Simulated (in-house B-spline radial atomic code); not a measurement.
Successive ionisation energies of nitrogen; each step leads to the configuration of the next row (after the last: bare). Dirac energy differences include first-order Breit, QED and recoil terms. NIST's values go from ground level to ground level; the uncertainty of those that are theory runs from under 0.1 % in few-electron ions to several per cent in heavy many-electron ones. Computed with a radial B-spline atomic code at the basis-set limit: Dirac-Hartree-Fock, jj configuration that fills j = l - 1/2 first, finite nuclei.

A number in brackets counts the electrons of a j subshell.

| ion | configuration | ionisation energy (eV) | tabulated value (eV) | tabulated kind | computed minus tabulated (eV) | highest orbital | largest mean radius (bohr) |
| --- | --- | --- | --- | --- | --- | --- | --- |
| N | [He] 2s2 2p1/2(2) 2p3/2(1) | 12.6 | 14.53413 | measured | -1.9 | 2p1/2 | 1.4593 |
| N+ | [He] 2s2 2p1/2(2) | 27.3 | 29.60125 | semi-empirical | -2.3 | 2p1/2 | 1.2639 |
| N2+ | [He] 2s2 2p1/2(1) | 47.2 | 47.4453 | semi-empirical | -0.3 | 2p1/2 | 1.178 |
| N3+ | [He] 2s2 | 75.0 | 77.4735 | measured | -2.5 | 2s1/2 | 1.1112 |
| N4+ | [He] 2s1 | 97.8 | 97.8901 | measured | -0.1 | 2s1/2 | 1.0517 |
| N5+ | 1s2 | 550.8 | 552.0674 | tabulated theory | -1.3 | 1s1/2 | 0.22629 |
| N6+ | 1s1 | 667.0 | 667.0461 | tabulated theory | 0.0 | 1s1/2 | 0.2141 |

Task: Where is the largest jump?

Result: From N4+ to N5+, by a factor of 5.63 (97.759 to 550.82 eV); the highest orbital goes from 2s1/2 to 1s1/2.

Task: How far is this level of theory from the measured and semi-empirical values?

Result: Over those 5 rows the differences run from -2.46 to -0.131 eV (mean absolute value 1.4 eV). The calculation leaves out correlation and, in open shells, the multiplet splittings that an average leaves out.
